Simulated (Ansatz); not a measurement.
Stepwise reaction of `[OH][InH2]` with water, as a gas-phase model of exchange steps in deposition or etching. ΔE in kJ/mol; ΔG adds harmonic PBE0-D4 terms to CCSD(T)/CBS, at 1 bar.

Calculated with Ansatz (gas phase, PBE0-D4/def2-TZVP geometries, no zero-point term in ΔE). CCSD(T)/CBS is the MP2 limit (def2-TZVPP, def2-QZVPP) plus CCSD(T) − MP2 in def2-TZVPP, frozen cores. This one scheme is used for every species. DFT in def2-TZVPP. B3LYP here is the variant with VWN-RPA as its local correlation; programs differ in this. Elements past krypton have def2 core potentials. For In outer-core shells are correlated without core-valence functions, which leaves a few kJ/mol of doubt a bond. Each species was taken in one conformer, which may not be the lowest.

```tsv
step	reaction	PBE-D4	B3LYP-D4	ωB97M-V	CCSD(T)/CBS	ΔG(500 K)
2	`[OH][InH][OH]` + H₂O → `[OH][In]([OH])[OH]` + H₂	5.1	6.2	9.6	3.1	8.9
```

Give the row of step 1, `[OH][InH2]` + H₂O → `[OH][InH][OH]` + H₂. (Best estimate.)

Ansatz gave: 
```json
{"step": "1", "reaction": "`[OH][InH2]` + H₂O → `[OH][InH][OH]` + H₂", "PBE-D4": "-13.8", "B3LYP-D4": "-12.7", "ωB97M-V": "-9.5", "CCSD(T)/CBS": "-16.9", "ΔG(500 K)": "-14.0"}
```

By hand: ΔE of the 2 steps together at CCSD(T)/CBS.

(-16.9) + (3.1) = -13.8 kJ/mol, or -6.9 kJ/mol a step.

In ΔE each step is higher than the one before. ΔG lies between -14.0 and 8.9 kJ/mol a step. PBE-D4 differs from CCSD(T)/CBS by 2.0 to 3.1 kJ/mol a step. Isolated molecules leave out the surface, adducts and barriers. Largest T1 diagnostic: 0.017.
